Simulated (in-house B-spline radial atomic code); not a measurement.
Results of a calculation; reference values are marked as such.
# Ghost states of the separable form: Br

Br, [Ar] 3d10 4s2 4p5, non-relativistic LDA (VWN5), spherical and spin-unpolarised, from an all-electron radial atomic-structure program (B-spline basis) (atomic units; all potentials screened as in the neutral atom).

Troullier-Martins channels: 4s (ε = -0.7201, r_c = 1.269 bohr), 4p (ε = -0.2953, r_c = 1.402 bohr). In the Kleinman-Bylander form one channel serves as the local potential, and each other channel l becomes |δV u><u δV|/<u|δV|u>, with δV = V_l − V_local and u the pseudo-orbital. Its strength is E_KB = <u|δV²|u>/<u|δV|u>. By the analysis of Gonze, Stumpf and Scheffler a spurious state lies below the reference level ε if E_KB > 0 and ε is above the second level of the local potential alone, or if E_KB < 0 and ε is above its first. The table's levels are those of angular momentum l in a sphere of 9 bohr, whose wall can lift a shallow ε a little above its free-atom value.

| local | channel | <u δV u> | <u δV² u> | ε | first local level | second local level |
| --- | --- | --- | --- | --- | --- | --- |
| p | s | 0.052527 | 0.39839 | -0.7201 | -0.8868 | -0.0196 |
| s | p | -0.021614 | 0.20026 | -0.2953 | -0.2910 | 0.0910 |

Task: Apply the rule to each row.

Result: Local p, channel s: E_KB = +7.58, so ε = -0.7201 is set against -0.0196: no ghost. Local s, channel p: E_KB = -9.27, so ε = -0.2953 is set against -0.2910: no ghost.

Diagonalising the separable Hamiltonian gives:

```
local  channel      three lowest levels  all-electron, two lowest valence levels
    p        s  -0.7201, 0.0121, 0.2867                          -0.7201, 0.0121
    s        p  -0.2953, 0.0881, 0.3833                          -0.2953, 0.0891
```

Task: Which choices of local channel are safe?

Result: All are free of ghosts. Among the safe choices the second level, which tests transfer, is off by at most 0.9 millihartree (s local), 0.1 millihartree (p local).
